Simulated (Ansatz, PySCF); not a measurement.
Gas-phase reaction in SMILES: C=C(C)C(=O)[SiH3] + 4 C (CH4) -> C=C (C2H4) + C=O (CH2O) + 2 CC (C2H6) [ethane] + C[SiH3] [methylsilane]
Each molecule is optimised on its own at B3LYP-D3(BJ)/def2-TZVP (Ansatz, a quantum-chemistry and plane-wave program), one conformer each, not searched for the lowest. Frequencies are from Ansatz or PySCF. Unstable Hartree-Fock reference: C=C(C)C(=O)[SiH3].

Wanted: bond separation energy (enthalpy at 298 K, with B3LYP-D3(BJ) rigid-rotor harmonic-oscillator terms), in kcal/mol. Correlated levels leave the core frozen unless marked. No spin-orbit coupling. Non-relativistic. CBS(X,Y): correlation extrapolated as X^-3; Hartree-Fock from the larger set. The bracket is a focal-point correction in the basis named.

RI-MP2/CBS(cc-pV(T+d)Z,cc-pV(Q+d)Z)+[CCSD(T)-MP2]/cc-pV(T+d)Z (Ansatz) gives 17.5 kcal/mol.

Task: Another calculation gave 16.8 kcal/mol. Which level was it?
(A) PBE0/def2-TZVPD (Ansatz)
(B) SVWN5/def2-TZVPD (Ansatz)
(C) r2SCAN/def2-TZVPD (Ansatz)
(D) BHLYP/def2-TZVPD (Ansatz)

Result: A, PBE0/def2-TZVPD (Ansatz). The others give 20.8 (r2SCAN), 23.9 (SVWN5), 14.2 (BHLYP) kcal/mol.
